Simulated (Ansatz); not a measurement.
Stretching the Pb1–H2 bond in CH4OPb (SMILES C[O][PbH]) (multiplicity 1 held, fragments rigid). Energies count from the point at 1.878 Å.
Geometry at that point (charge 0, multiplicity 1):
```xyz
7

Pb    -0.181    -0.246     0.340
H     -1.228    -0.742    -1.138
O      1.005     1.069    -0.779
C      0.897     1.349    -2.156
H      0.711     2.418    -2.306
H      1.837     1.100    -2.662
H      0.088     0.788    -2.639
```

Signs of static correlation in def2-SVP, with CASSCF(2,2), from Ansatz (an electronic-structure program) runs.

```
R (Å)  T1 of restricted CCSD  ⟨S²⟩ of UHF  largest double amplitude of restricted CCSD  weight of the CASSCF reference in MRCISD  CASSCF natural occupations
-----  ---------------------  -----------  -------------------------------------------  ----------------------------------------  --------------------------
1.503                  0.024        0.000                                        0.058                                     0.891                   1.98 0.02
1.690                  0.024        0.000                                        0.055                                     0.891                   1.97 0.03
1.878                  0.024        0.000                                        0.071                                     0.891                   1.96 0.04
2.066                  0.025        0.000                                        0.081                                     0.891                   1.95 0.05
2.254                  0.026        0.000                                        0.094                                     0.891                   1.93 0.07
2.536                  0.028        0.303                                            ?                                     0.891                   1.88 0.12
2.817                  0.033        0.639                                        0.243                                     0.891                   1.82 0.18
3.287                      ?        0.883                                        0.378                                     0.891                   1.65 0.35
3.757                  0.069        0.966                                        0.560                                     0.891                   1.44 0.56
4.320                  0.094        0.997                                        0.796                                     0.891                   1.24 0.76
5.071                  0.112        1.007                                        1.018                                     0.892                   1.10 0.90
6.011                  0.117        1.009                                        1.129                                     0.892                   1.03 0.97
```

**Question.** What belongs in the gaps?

**Answer.** 
- 2.536, largest double amplitude of restricted CCSD: 0.178
- 3.287, T1 of restricted CCSD: 0.047

Doubts at one or more of the structures used: a restricted determinant that unrestricted orbitals would lower (R-CCSD(T)/def2-SVP); other coupled-cluster roots lie near (R-CCSD(T)/def2-SVP); T1 above 0.05 (R-CCSD(T)/def2-SVP, U-CCSD(T)/def2-SVP); a spin-contaminated determinant (U-CCSD(T)/def2-SVP).
